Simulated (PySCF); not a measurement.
C6H7BN2.
InChI=1S/C6H7BN2/c7-9-4-2-1-3-6(9)5-8/h1-4H,7H3

The closed-shell ground state was solved at several levels (PySCF, density fitting, gas phase, non-relativistic). Isolated species at its PBE0-D3(BJ)/def2-SVP geometry, gas phase.

| level | basis functions | total energy (Eh) | HOMO (eV) | LUMO (eV) | gap (eV) | dipole (D) |
| --- | --- | --- | --- | --- | --- | --- |
| B3LYP/pcJ-1 | 313 | -367.1897 | -7.52 | -3.07 | 4.45 | 8.56 |
| wB97X-D/pcSseg-1 | 188 | -366.9896 | -9.53 | -1.28 | 8.25 | 8.74 |
| CAM-B3LYP/def2-SVPD | 236 | -366.7163 | -9.05 | -1.89 | 7.16 | 8.62 |

(1) What might PBE0/pcSseg-1 (188 basis functions) give for the same quantities?

(2) Over all these levels, which gives the widest orbital gap and which the narrowest?

(3) How far do the dipole and the HOMO energy spread over the levels?

## Answers

(1) Total energy -366.6834 Eh, HOMO -7.70 eV, LUMO -2.92 eV, gap 4.78 eV, dipole 8.52 D.

(2) wB97X-D/pcSseg-1 (range-separated hybrid) has the widest, 8.25 eV, and B3LYP/pcJ-1 (global hybrid, 20 % exact exchange) the narrowest, 4.45 eV. Functional and basis both differ between the two, so the spread mixes both effects.

(3) The dipole runs from 8.52 to 8.74 D (mean 8.61 D) and the HOMO from -9.53 to -7.52 eV.

The pairwise dispersion term of wB97X-D wasn't added to the energies; at a given geometry it leaves orbitals and properties as they are.
